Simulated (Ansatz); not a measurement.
# Ligand exchange: SiH3I + InH2(SH) → SiH3(SH) + InH2I

Species: SiH3I `[SiH3]I`, singlet; InH2(SH), singlet; SiH3(SH), singlet; InH2I `[InH2][I]`, singlet. The partners trade I for SH: Si–I and In–SH bonds give way to Si–SH and In–I.

Shapes, held fixed at every level: PBE0-D4/def2-TZVP. Programs: Ansatz 0.2.0. The zero-point and thermal change to 298 K, harmonic and unscaled (PBE0-D4/def2-TZVP), is +0.5 kJ/mol.

**Question.** Estimate ΔH(298 K) of this reaction.

**Answer.** The highest level, CCSD(T)/def2-TZVPP, gives ΔH(298 K) = -25.2 kJ/mol; the levels span -38.6 to -24.9. The column of differences is taken from that level and isn't an error. No measured value is set beside it here. For atoms past krypton def2 sets carry core potentials with scalar relativity. Outer-core shells of I, In are correlated in most correlated rows, in sets that cover them unevenly.

```csv
level,kind,ΔH(298 K) (kJ/mol),less CCSD(T)/def2-TZVPP
HF/def2-SVP,Hartree–Fock,-38.6,-13.4
HF/def2-TZVPP,Hartree–Fock,-36.3,-11.1
PBE0-D4/def2-TZVPP,global hybrid,-26.4,-1.2
r2SCAN0-D4/def2-TZVPP,global hybrid,-28.2,-3.0
MP2/def2-TZVPP,perturbation theory,-24.9,+0.3
CCSD/def2-SVP,coupled cluster or CI,-33.3,-8.1
CCSD/def2-TZVPP,coupled cluster or CI,-26.7,-1.5
CCSD(T)/def2-TZVPP,coupled cluster or CI,-25.2,0.0
```
